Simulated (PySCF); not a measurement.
Identify the unknown among the candidates.

All candidates are C6H10FN.

| technique | computed result |
| --- | --- |
| Dipole | 0.88 D [PBE0/def2-SVPD] |
| Triplet | lowest triplet excitation (Tamm–Dancoff): 3.12 eV [TDA PBE0/def2-SVPD] |
| UV, strongest line | among the 8 lowest singlet transitions: S2 at 5.73 eV (216 nm, f = 0.369) [TDDFT PBE0/def2-SVPD] |
| Rotational structure | rotational constants A, B, C: 3.082, 1.332, 0.993 GHz [GFN2-xTB] |
| Polarisability | 88.9 au [PBE0/def2-SVPD] |
| UV, first state | lowest singlet excitation: 5.04 eV (246 nm, f = 0.280) [TDDFT PBE0/def2-SVPD] |

Electronic properties: PySCF, gas phase, density fitting. Levels stand in brackets. Isolated species at its GFN2-xTB geometry (one conformer only).

Question: Which candidate is it?
A. `C=C(C)/C(F)=C\CN`
B. `CCC1=NC[C@H](F)C1`
C. `C/C=N/C=C(/F)CC`
D. `[H]/N=C1\CCCC[C@@H]1F`

Answer: A. It is `C=C(C)/C(F)=C\CN`. Numbering: `[CH2:1]=[C:2]([CH3:3])/[C:4]([F:5])=[CH:6]\[CH2:7][NH2:8]`. Its formula, C6H10FN, gives 2 degrees of unsaturation: 0 rings and 2 π bonds in the structure found. S1 is mainly HOMO→LUMO (weight 0.74); the largest Löwdin shares of the orbital it empties are 0.22 on the primary amine nitrogen, 0.21 on the alkene CH carbon, 0.16 on the vinylic C–F carbon and 0.15 on the terminal =CH2 carbon, of the orbital it fills 0.25 on the terminal =CH2 carbon, 0.19 on the alkene CH carbon, 0.17 on the fully substituted alkene carbon and 0.14 on the vinylic C–F carbon. The optimised geometry has point group C1 and is an asymmetric top.

The others, at the same levels:
- `C/C=N/C=C(/F)CC` fails: its computed lowest singlet excitation is 4.86 eV (255 nm, f = 0.000) (against 5.04 eV), static isotropic polarisability is 91.2 au (against 88.9 au) and rotational constant A is 3.965 GHz (against 3.082 GHz).
- `CCC1=NC[C@H](F)C1` fails: its computed lowest singlet excitation is 5.59 eV (222 nm, f = 0.001) (against 5.04 eV), lowest triplet excitation (Tamm–Dancoff) is 4.76 eV (against 3.12 eV) and strongest line among the 8 lowest singlet transitions is S5 at 7.64 eV (162 nm, f = 0.156) (against S2 at 5.73 eV).
- `[H]/N=C1\CCCC[C@@H]1F` fails: its computed lowest triplet excitation (Tamm–Dancoff) is 4.34 eV (against 3.12 eV), strongest line among the 8 lowest singlet transitions is S4 at 7.41 eV (167 nm, f = 0.062) (against S2 at 5.73 eV) and static isotropic polarisability is 75.8 au (against 88.9 au).

Each candidate is one conformer, not necessarily the lowest. The conformers computed, where there is a choice (atom-mapped SMILES and torsion angles):
- `[CH2:1]=[C:2]([CH3:3])/[C:4]([F:5])=[CH:6]\[CH2:7][NH2:8]`: C1–C2–C4–F5 -3°, C4–C6–C7–N8 110°, H–N8–C7–C6 -60°, H–N8–C7–C6 58°
- `[CH3:1]/[CH:2]=[N:3]/[CH:4]=[C:5](/[F:6])[CH2:7][CH3:8]`: C2–N3–C4–C5 180°, C4–C5–C7–C8 114°

The conformers of `CCC1=NC[C@H](F)C1` and `[H]/N=C1\CCCC[C@@H]1F` aren't listed.
